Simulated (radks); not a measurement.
Problem. Nd2+, 58 electrons, occupied as [Xe] 4f4. All-electron calculation, Dirac Kohn-Sham, PBE, spin-unpolarised, spherical densities, finite nucleus; open shells fill j = l - 1/2 first; Fermi nuclear charge, rms radius 4.9123 fm. Program: a radial shooting solver on a logarithmic mesh with Libxc functionals. Some entries of the table are withheld. Estimate them.

orbital,occ.,eigenvalue (eV),r(max) (bohr),<r^2> (bohr^2)
1s1/2,2,-43370.06,0.01510,0.0007600
2s1/2,2,-7022.347,0.08565,0.01197
2p1/2,2,-6644.533,0.06508,0.008750
2p3/2,4,-6124.467,0.07053,0.01000
3s1/2,2,-1533.254,0.2440,0.08094
3p1/2,2,-1371.850,(1),0.07596
3p3/2,4,-1268.028,(2),0.08332
3d3/2,4,-986.8878,(3),0.06759
3d5/2,6,-964.4452,(4),0.06967
4s1/2,2,-315.0136,0.5656,0.4165
4p1/2,2,-254.1004,0.5731,0.4430
4p3/2,4,-231.6096,0.5981,0.4837
4d3/2,4,-131.5099,(5),0.5718
4d5/2,6,-127.5387,(6),0.5883
5s1/2,2,-53.2992,1.322,2.436
5p1/2,2,-37.0545,1.450,(7)
5p3/2,4,-34.0053,1.522,(8)
4f5/2,4,(9),0.6609,1.585
4f7/2,0,(10),0.6661,1.639

Solution. 
(1) 3p1/2 r(max) (bohr): 0.2308
(2) 3p3/2 r(max) (bohr): 0.2425
(3) 3d3/2 r(max) (bohr): 0.1941
(4) 3d5/2 r(max) (bohr): 0.1974
(5) 4d3/2 r(max) (bohr): 0.6143
(6) 4d5/2 r(max) (bohr): 0.6225
(7) 5p1/2 <r^2> (bohr^2): 3.107
(8) 5p3/2 <r^2> (bohr^2): 3.440
(9) 4f5/2 eigenvalue (eV): -14.6661
(10) 4f7/2 eigenvalue (eV): -14.2594
